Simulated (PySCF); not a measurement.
## Dipole response of Cu(2+) (copper, charge +2)

[Ar] 3d9, 2D determinant. Calculation: PySCF 2.14, in aug-cc-pVTZ-DK; scalar relativity by spin-free X2C-1e. Coupled (time-dependent) response in atomic units; α is the mean over directions.

```csv
method,mean α (bohr³),"α xx, yy, zz",C₆ (like pair),S(−4)
UHF,2.426,"2.337, 2.337, 2.605",6.502,2.481
PBE,3.119,"2.994, 2.994, 3.370",8.551,5.472
PBE0,2.879,"2.765, 2.765, 3.108",7.853,4.204
```

S(−4) is the Cauchy moment in α(ω) = α(0) + S(−4) ω² + …

α(iu) at UHF:

| u (hartree) | α(iu) (bohr³) |
| --- | --- |
| 0 | 2.426 |
| 0.0500 | 2.420 |
| 0.100 | 2.402 |
| 0.200 | 2.334 |
| 0.300 | 2.236 |
| 0.500 | 2.002 |
| 0.750 | 1.726 |
| 1.00 | 1.498 |
| 1.50 | 1.161 |
| 2.00 | 0.9242 |
| 3.00 | 0.6232 |
| 5.00 | 0.3385 |

For an ion, C₆ is the dispersion term alone; charge-induced terms of lower order in 1/R come first.

The components differ because the open shell of this determinant is not spherical; for a pure term their mean is the scalar polarisability.
